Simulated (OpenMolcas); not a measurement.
## A ladder of methods for GeSiH3ClO (SMILES Cl[SiH]1[O][GeH2]1)

GeSiH3ClO: 7 atoms, total charge 0, spin state singlet. As SMILES, `Cl[SiH]1[O][GeH2]1`. Geometry: relaxed at PBE0-D4/def2-TZVP.

Quantity: the vertical energy of the triplet above the singlet, in eV. The values are calculated.

```json
{"level": "SVWN5/6-31G* (spherical functions)", "kind": "LDA", "program": "OpenMolcas", "value (eV)": "3.64", "less CCSD(T)/6-31G*": "-0.18", "CPU time (all runs)": "60 s"}
{"level": "BLYP/6-31G* (spherical functions)", "kind": "GGA", "program": "OpenMolcas", "value (eV)": "3.55", "less CCSD(T)/6-31G*": "-0.27", "CPU time (all runs)": "74 s"}
{"level": "PBE/6-31G* (spherical functions)", "kind": "GGA", "program": "OpenMolcas", "value (eV)": "3.52", "less CCSD(T)/6-31G*": "-0.30", "CPU time (all runs)": "76 s"}
{"level": "r2SCAN/6-31G* (spherical functions)", "kind": "meta-GGA", "program": "OpenMolcas", "value (eV)": "3.52", "less CCSD(T)/6-31G*": "-0.30", "CPU time (all runs)": "93 s"}
{"level": "B3LYP/6-31G* (spherical functions)", "kind": "global hybrid", "program": "OpenMolcas", "value (eV)": "3.65", "less CCSD(T)/6-31G*": "-0.17", "CPU time (all runs)": "77 s"}
{"level": "BHLYP/6-31G* (spherical functions)", "kind": "global hybrid", "program": "OpenMolcas", "value (eV)": "3.74", "less CCSD(T)/6-31G*": "-0.08", "CPU time (all runs)": "74 s"}
{"level": "PBE0/6-31G* (spherical functions)", "kind": "global hybrid", "program": "OpenMolcas", "value (eV)": "3.61", "less CCSD(T)/6-31G*": "-0.21", "CPU time (all runs)": "78 s"}
{"level": "CCSD(T)/6-31G* (spherical functions), open shells restricted", "kind": "coupled cluster or CI", "program": "OpenMolcas", "value (eV)": "3.82", "less CCSD(T)/6-31G*": "0.00", "CPU time (all runs)": "2.4 min"}
```

Differences are taken from CCSD(T)/6-31G* (spherical functions), open shells restricted for orientation; it has basis-set and higher-order errors of its own. All-electron rows without a relativistic Hamiltonian named are non-relativistic. The values span 3.52 to 3.82 eV. In the correlated wave-function rows the outer d shell of Ge is correlated, in sets not made for it. Times are those of the runs behind each value, whatever else they computed, on shared processors of several kinds: orders of magnitude only.
